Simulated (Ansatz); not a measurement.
Ansatz results at the PBE0-D4/def2-TZVP geometry: HOMO–LUMO gap (PBE/def2-TZVPP) 2.91 eV; HOMO energy (PBE/def2-TZVPP) -5.96 eV; LUMO energy (PBE/def2-TZVPP) -3.05 eV.

Each molecule was computed in one conformer, which needn't be the lowest.

(1) Which molecule gave them?
A. `BO[C](=C)[GeH3]`
B. `BC(=C)[O][GeH3]`
C. `CN[SiH2][GaH2]`
D. `BC([SiH3])[SiH2]Cl`

## Answers

(1) B. The others give `CN[SiH2][GaH2]`: 2.64, -5.41, -2.76; `BC([SiH3])[SiH2]Cl`: 4.88, -7.38, -2.50; `BO[C](=C)[GeH3]`: 4.56, -6.50, -1.94.
